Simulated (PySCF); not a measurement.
A GIAO shielding run with PySCF (density fitting, non-relativistic, gas phase) on SMILES C1COC[C@H](C=O)[SiH2]1, C₅H₁₀O₂Si:

```
$ OMP_NUM_THREADS=1 python probes_run.py task.json out

{"job": {"kind": "nmr", "xc": "PBE0", "basis": "pcSseg-1"}, "charge": 0, "multiplicity": 1}
O      2.909236    -1.172810    -0.728147
C      1.916303    -0.506637    -0.868592
C      1.284376     0.320263     0.185296
C      0.395753     1.422201    -0.400698
O     -0.687113     0.935391    -1.153584
C     -1.733206     0.381519    -0.390430
C     -1.392240    -0.981380     0.223193
Si     0.193161    -0.846940     1.265075
H      1.363773    -0.497568    -1.828063
H      2.059957     0.756677     0.816839
H      0.029993     2.067229     0.413407
H      0.970261     2.041421    -1.096849
H     -2.569469     0.285518    -1.088899
H     -2.024658     1.083973     0.406035
H     -2.243822    -1.321350     0.810759
H     -1.251827    -1.699280    -0.586398
H     -0.079758    -0.132403     2.520550
H      0.850522    -2.129507     1.488849
```

Hardware: 1 thread of an Intel Xeon, shared host. The job also computes population analyses, field gradients, ring-centre shieldings.

Problem. How large is the calculation?

Solution. 70 electrons, 193 basis functions and 1022 auxiliary functions.

Problem. How long does it take, and how much memory does it need?

Solution. 86 s of wall time, with 15 SCF cycles and 5 response iterations; peak memory 0.9 GiB. Times on a shared host scatter by some tens of per cent.
